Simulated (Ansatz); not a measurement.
The same ligand exchange along the group Mg, Zn, Cd.

Gas-phase electronic energies from Ansatz, PBE0-D4/def2-TZVP geometries. CCSD(T)/CBS is the MP2 limit (def2-TZVPP, def2-QZVPP) plus CCSD(T) − MP2 in def2-TZVPP, frozen cores. This one scheme is used for every species. DFT in def2-TZVPP. Elements past krypton have def2 core potentials. For Cd, Mg, Zn outer-core shells are correlated without core-valence functions, which leaves a few kJ/mol of doubt a bond. Scalar relativity is left out up to krypton. One conformer a species, not always the lowest.

| reaction | B2PLYP (kJ/mol) | RPA@PBE/def2-TZVPP (kJ/mol) | PBE-D4 (kJ/mol) |
| --- | --- | --- | --- |
| `[NH2][Mg][OH]` + H₂S → `[NH2][Mg][SH]` + H₂O | -13 | -15 | -22 |
| `[NH2][Zn][OH]` + H₂S → `[NH2][Zn][SH]` + H₂O | -53 | -46 | -58 |
| `[NH2][Cd][OH]` + H₂S → `[NH2][Cd][SH]` + H₂O | -81 | -73 | -82 |

Problem. Give the CCSD(T)/CBS values in the same order. (An estimate is asked.)

Solution. Computed: -18, -61, -88 kJ/mol.

Largest T1 diagnostic: 0.017, for `[NH2][Zn][OH]`.
